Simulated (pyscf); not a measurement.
Optimised with ωB97X-D3(BJ)/def2-SVP in PySCF.

SMILES: [AsH2][AsH][InH2]
```xyz
8

As    -0.1369     0.8662    -1.1235
As     0.9913    -0.6519     0.3963
In    -1.1555    -0.8056     1.7821
H     -0.9304    -0.2599    -1.7640
H      0.9382     0.8126    -2.1983
H      1.4993     0.4641     1.2984
H     -2.6467    -0.9677     0.9216
H     -1.0876    -0.7731     3.5066
```
Charge 0, spin multiplicity 1.

**Question.** How much does it cost (ΔH, 298 K, ωB97M-D3(BJ)/def2-TZVP) to split H₂As–AsH–InH₂ (SMILES [AsH2][AsH][InH2]) at its As–As bond into AsH₂• + •HAs–InH₂?

**Answer.** As–As to AsH₂• + •HAs–InH₂: 2.04 eV. The 7 functionals that were run give +1.92 (M06-2X) to +2.47 eV (ωB97X-D3(BJ)). The radicals are drawn with the spin at the cut bond; how far it spreads was not checked. H₂As–AsH–InH₂ lies 0.45 eV over its isomer H₂As–InH–AsH₂ (electronic energy, ωB97M-D3(BJ)). •HAs–InH₂ lies 0.25 eV over its isomer [H₂As–InH]• (electronic energy, ωB97M-D3(BJ)). Elements up to Kr have no core potential and no relativistic terms here. Elements past Kr carry the def2 core potentials, without spin-orbit coupling.
